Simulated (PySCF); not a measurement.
PySCF input for CHCl, SMILES [CH]Cl (connectivity only; charge and spin as stated), neutral, multiplicity 1, TDDFT-LC-ωPBE/def2-TZVPD. Coordinates come from a PBE0-D3(BJ)/def2-TZVPD optimisation. The isomer is the one that the SMILES or the coordinates give; other isomers of the formula were not compared.

```python
import numpy as np
from pyscf import gto, scf, dft, tdscf

mol = gto.M(
    atom='''
    C    -0.17710630   -1.16781988    0.00000000
    Cl    0.01108634    0.50204446    0.00000000
    H     0.87416995   -1.52783654    0.00000000
    ''',
    basis='def2-TZVPD',
    charge=0,
    spin=0,
    symmetry=True,
    max_memory=1600,
    verbose=4,
)
mf = dft.RKS(mol, xc='lc_wpbe').density_fit(auxbasis='def2-universal-jkfit')
mf.grids.level = 3
mf.conv_tol = 1e-9
mf.max_cycle = 100
mf.kernel()
mf.grids = dft.Grids(mol).set(level=1).build(with_non0tab=True)  # coarser grid for the response kernel
td = tdscf.TDDFT(mf)
td.singlet = True
td.nstates = 10
td.conv_tol = 1e-4
td.kernel(x0=td.get_init_guess(mf, 15))
td.analyze()
tt = tdscf.TDA(mf)
tt.singlet = False
tt.nstates = 4
tt.conv_tol = 1e-4
tt.kernel(x0=tt.get_init_guess(mf, 9))
tt.analyze(verbose=3)
```

It prints:

```
PySCF version 2.14.0

[INPUT] verbose = 4
[INPUT] num. atoms = 3
[INPUT] num. electrons = 24
[INPUT] charge = 0
[INPUT] spin (= nelec alpha-beta = 2S) = 0
[INPUT] symmetry True subgroup None
[INPUT] Mole.unit = angstrom
[INPUT] Symbol           X                Y                Z      unit          X                Y                Z       unit  Magmom
[INPUT]  1 C     -0.177106300000  -1.167819880000   0.000000000000 AA   -0.334682401935  -2.206859736022   0.000000000000 Bohr   0.0
[INPUT]  2 Cl     0.011086340000   0.502044460000   0.000000000000 AA    0.020950146324   0.948726531755   0.000000000000 Bohr   0.0
[INPUT]  3 H      0.874169950000  -1.527836540000   0.000000000000 AA    1.651941791825  -2.887192623703   0.000000000000 Bohr   0.0

nuclear repulsion = 39.0560243254377
point group symmetry = Cs
symmetry origin: [-5.51170120e-09  1.85037171e-17  0.00000000e+00]
symmetry axis x: [1.00000000e+00 2.80650644e-09 0.00000000e+00]
symmetry axis y: [-2.80650644e-09  1.00000000e+00  0.00000000e+00]
symmetry axis z: [0. 0. 1.]
num. orbitals of irrep A' = 63
num. orbitals of irrep A" = 29
number of shells = 34
number of NR pGTOs = 135
number of NR cGTOs = 92
basis = def2-TZVPD
ecp = {}


******** <class 'pyscf.df.df_jk.DFSymAdaptedRKS'> ********
method = DFSymAdaptedRKS
initial guess = minao
damping factor = 0
level_shift factor = 0
DIIS = <class 'pyscf.scf.diis.CDIIS'>
diis_start_cycle = 1
diis_space = 8
diis_damp = 0
SCF conv_tol = 1e-09
SCF conv_tol_grad = None
SCF max_cycles = 100
direct_scf = False
XC library pyscf.dft.libxc version 7.1.2
    S. Lehtola, C. Steigemann, M. J. T. Oliveira, and M. A. L. Marques,  SoftwareX 7, 1–5 (2018)
XC functionals = lc_wpbe
    O. A. Vydrov and G. E. Scuseria,  J. Chem. Phys. 125, 234109 (2006)
radial grids:
    Treutler-Ahlrichs [JCP 102, 346 (1995); DOI:10.1063/1.469408] (M4) radial grids

becke partition: Becke, JCP 88, 2547 (1988); DOI:10.1063/1.454033
pruning grids: <function nwchem_prune>
grids dens level: 3
symmetrized grids: True
atomic radii adjust function: <function treutler_atomic_radii_adjust>
small_rho_cutoff = 0
Freeze 0 electrons in irreps []
    24 free electrons in irreps A' A"
Set gradient conv threshold to 3.16228e-05
Initial guess from minao.
tot grids = 42808
Create RSH-DF object <pyscf.df.df.DF object> for omega=0.4
******** <class 'pyscf.df.df.DF'> ********
auxbasis = auxmol.basis = def2-universal-jkfit
init E= -498.662804935624
HOMO (A') = -0.232793474456667  LUMO (A") = -0.118816441590567  gap/eV = 3.10147
cycle= 1 E= -498.603292674458  delta_E= 0.0595  |g|= 0.317  |ddm|= 1.27
HOMO (A') = -0.389573163474378  LUMO (A") = -0.083663728527581  gap/eV = 8.32422
cycle= 2 E= -498.614892232179  delta_E= -0.0116  |g|= 0.282  |ddm|= 0.387
HOMO (A') = -0.361120522670266  LUMO (A") = -0.032588206578648  gap/eV = 8.93982
cycle= 3 E= -498.633944547707  delta_E= -0.0191  |g|= 0.0344  |ddm|= 0.185
HOMO (A') = -0.361795387012858  LUMO (A") = -0.0297203817445073  gap/eV = 9.03622
cycle= 4 E= -498.634315806711  delta_E= -0.000371  |g|= 0.0119  |ddm|= 0.0431
HOMO (A') = -0.362844186210136  LUMO (A") = -0.0298273438672094  gap/eV = 9.06185
cycle= 5 E= -498.634402383665  delta_E= -8.66e-05  |g|= 0.00338  |ddm|= 0.022
HOMO (A') = -0.362635376808374  LUMO (A") = -0.0297022315030695  gap/eV = 9.05957
cycle= 6 E= -498.63441664416  delta_E= -1.43e-05  |g|= 0.000911  |ddm|= 0.011
HOMO (A') = -0.362747620882907  LUMO (A") = -0.0298120213298585  gap/eV = 9.05964
cycle= 7 E= -498.634417834711  delta_E= -1.19e-06  |g|= 0.00027  |ddm|= 0.00345
HOMO (A') = -0.362729945587713  LUMO (A") = -0.0297912890233771  gap/eV = 9.05972
cycle= 8 E= -498.634417908999  delta_E= -7.43e-08  |g|= 0.000103  |ddm|= 0.000735
HOMO (A') = -0.362736250832874  LUMO (A") = -0.0297905658516022  gap/eV = 9.05991
cycle= 9 E= -498.634417919451  delta_E= -1.05e-08  |g|= 1.98e-05  |ddm|= 0.000313
HOMO (A') = -0.362737320002285  LUMO (A") = -0.0297916242965997  gap/eV = 9.05991
cycle= 10 E= -498.634417919924  delta_E= -4.73e-10  |g|= 5.02e-06  |ddm|= 8.36e-05
HOMO (A') = -0.362737295010348  LUMO (A") = -0.0297916784435888  gap/eV = 9.05991
Extra cycle  E= -498.63441791994  delta_E= -1.59e-11  |g|= 2.83e-06  |ddm|= 1.45e-05
converged SCF energy = -498.63441791994
tot grids = 13968


******** <class 'pyscf.tdscf.rks.TDDFT'> for <class 'pyscf.df.df_jk.DFSymAdaptedRKS'> ********
nstates = 10 singlet
deg_eia_thresh = 1.000e-03
wfnsym = None
conv_tol = 0.0001
eigh lindep = 1e-12
eigh level_shift = 0
eigh max_cycle = 100


Excitation energies (eV)
[1.63543525 5.58459211 6.25597276 6.96539439 7.25607928 7.39916834
 8.02816562 8.04028454 8.81160577 9.04319369]

** Singlet excitation energies and oscillator strengths **
Excited State   1:   A"      1.63544 eV    758.11 nm  f=0.0021
      12 -> 13       -0.71664
Excited State   2:   A"      5.58459 eV    222.01 nm  f=0.0033
      11 -> 13        0.70298
Excited State   3:   A'      6.25597 eV    198.19 nm  f=0.0174
      10 -> 13       -0.18276
      12 -> 14       -0.10790
      12 -> 15       -0.53419
      12 -> 17        0.23820
      12 -> 18       -0.17632
      12 -> 19       -0.12812
      12 -> 20        0.23676
Excited State   4:   A'      6.96539 eV    178.00 nm  f=0.0394
      10 -> 13        0.52059
      12 -> 14        0.28975
      12 -> 15       -0.26085
      12 -> 17        0.14110
      12 -> 18        0.17792
Excited State   5:   A'      7.25608 eV    170.87 nm  f=0.1134
      10 -> 13       -0.38984
      12 -> 14        0.46835
      12 -> 15       -0.12155
      12 -> 18        0.26290
Excited State   6:   A"      7.39917 eV    167.57 nm  f=0.0000
       9 -> 13       -0.69897
Excited State   7:   A"      8.02817 eV    154.44 nm  f=0.0106
      12 -> 16        0.69576
Excited State   8:   A'      8.04028 eV    154.20 nm  f=0.0307
      12 -> 15        0.29464
      12 -> 17        0.59625
      12 -> 19       -0.16419
Excited State   9:   A'      8.81161 eV    140.71 nm  f=0.0715
      11 -> 15       -0.11579
      12 -> 14        0.30897
      12 -> 15        0.12891
      12 -> 17       -0.20634
      12 -> 18       -0.19322
      12 -> 19       -0.36783
      12 -> 20        0.34235
Excited State  10:   A'      9.04319 eV    137.10 nm  f=0.0442
      11 -> 15        0.14958
      12 -> 14        0.23622
      12 -> 18       -0.52999
      12 -> 19        0.23311
      12 -> 20       -0.18600
      12 -> 25        0.13637

** Transition electric dipole moments (AU) **
state          X           Y           Z        Dip. S.      Osc.
  1        -0.0000     -0.0000     -0.2283      0.0521      0.0021
  2        -0.0000      0.0000     -0.1561      0.0244      0.0033
  3        -0.2952     -0.1620      0.0000      0.1134      0.0174
  4        -0.1519     -0.4556     -0.0000      0.2306      0.0394
  5         0.1171      0.7900      0.0000      0.6378      0.1134
  6         0.0000     -0.0000     -0.0046      0.0000      0.0000
  7         0.0000     -0.0000      0.2320      0.0538      0.0106
  8         0.0134     -0.3943      0.0000      0.1557      0.0307
  9         0.5738      0.0437     -0.0000      0.3311      0.0715
 10        -0.1293     -0.4274     -0.0000      0.1994      0.0442

** Transition velocity dipole moments (imaginary part, AU) **
state          X           Y           Z        Dip. S.      Osc.
  1        -0.0000     -0.0000     -0.0157      0.0002      0.0027
  2         0.0000      0.0000     -0.0329      0.0011      0.0035
  3        -0.0695     -0.0388     -0.0000      0.0063      0.0184
  4        -0.0407     -0.1177      0.0000      0.0155      0.0404
  5         0.0306      0.2125      0.0000      0.0461      0.1152
  6         0.0000      0.0000     -0.0002      0.0000      0.0000
  7         0.0000     -0.0000      0.0667      0.0044      0.0101
  8         0.0014     -0.1218     -0.0000      0.0148      0.0335
  9         0.1946      0.0141      0.0000      0.0381      0.0784
 10        -0.0470     -0.1423     -0.0000      0.0224      0.0450

** Transition magnetic dipole moments (imaginary part, AU) **
state          X           Y           Z
  1        -0.5698      1.5275     -0.0000
  2        -1.0930     -0.1288      0.0000
  3         0.0000      0.0000      0.5215
  4        -0.0000     -0.0000      0.6258
  5        -0.0000     -0.0000      0.5231
  6        -1.1527     -0.3998     -0.0000
  7         0.0549     -0.0383     -0.0000
  8         0.0000      0.0000      0.1069
  9         0.0000      0.0000     -0.2504
 10         0.0000     -0.0000     -0.7645


******** <class 'pyscf.tdscf.rks.TDA'> for <class 'pyscf.df.df_jk.DFSymAdaptedRKS'> ********
nstates = 4 triplet
deg_eia_thresh = 1.000e-03
wfnsym = None
conv_tol = 0.0001
eigh lindep = 1e-12
eigh level_shift = 0
eigh max_cycle = 100


Excitation energies (eV)
[0.23626577 4.84111438 5.05254453 5.61515431]

** Triplet excitation energies and oscillator strengths **
Excited State   1:   A"      0.23627 eV   5247.66 nm  f=0.0000
Excited State   2:   A"      4.84111 eV    256.11 nm  f=0.0000
Excited State   3:   A'      5.05254 eV    245.39 nm  f=0.0000
Excited State   4:   A'      5.61515 eV    220.80 nm  f=0.0000
```

The run converged.

Cost: around 30 core-seconds (rough).
